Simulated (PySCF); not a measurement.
Identify the compound

An unknown has the formula C7H8O2. Its calculated NMR data are:

¹H NMR (500 MHz, computed): δ 6.28 (br s, 1H), 6.24 (m, 1H), 6.14 (m, 1H), 6.12 (m, 1H), 5.74 (m, 1H), 3.65 (m, 1H), 3.34 (m, 1H), 2.16 (m, 1H).

¹³C{¹H} NMR (computed): δ 180.0 (C), 135.2 (CH), 132.3 (CH), 129.2 (CH), 128.9 (CH), 42.0 (CH), 27.3 (CH2).

Theory: GIAO PBE0/pcSseg-1 shieldings, geometry from GFN2-xTB, in PySCF 2.14 (relativity neglected, one computed conformer, no solvent model).

δ = σ(ref) − σ, references computed at the same level: TMS for ¹H (31.72 ppm), ¹³C (186.93 ppm).

Q: Propose a structure and justify it.

A: 
- Rings plus π bonds: 4 (1 ring in the answer).
- 7 carbon signals for 7 carbons: no two carbons are equivalent.
- Carbon types of the structure: 1 × C, 5 × CH, 1 × CH2, leaving 1 H on heteroatoms.
- δC 180.0: carboxylic acid carbon; it is a carbonyl in resonance with an O or N lone pair, the region of acids, esters and amides.
- δC 135.2, 132.3, 129.2, 128.9: alkene CH; an sp2 carbon of a C=C bond.
- δC 42.0: sp3 CH α to a carbonyl; the adjacent C=O deshields it moderately.
- δC 27.3: allylic sp3 CH2; aliphatic region, no heteroatom directly attached.
- δH 6.28: hydrogen on an acid hydroxyl oxygen; labile proton, position sensitive to the medium.
- δH 6.24, 6.14, 6.12, 5.74: hydrogen on an alkene CH; a vinylic proton, deshielded by the sp2 carbon and the C=C anisotropy.
- δH 3.65: hydrogen on an sp3 CH α to a carbonyl.

The compound is SMILES O=C(O)[C@H]1C=CC=CC1.

The shifts were computed for this structure.

OH/NH shifts are gas-phase values; hydrogen bonding in solution moves them, usually downfield. Shifts are as computed. Against solution values, carbons near 30 ppm lie about +3 ppm off and those near 130 ppm about +5 ppm. Of 1211 compounds with measured shifts, 218 miss one by over three times the rms of a fit or turn the order of signals round; such compounds aren't used in these exercises. The C=O carbon of an acid or of an amide with N–H lies up to 10 ppm further downfield in solution, through hydrogen bonding that the calculation lacks. Multiplicities follow the n + 1 count of equivalent neighbours, as no J values were calculated; m marks all less simple cases, F and P coupling included.
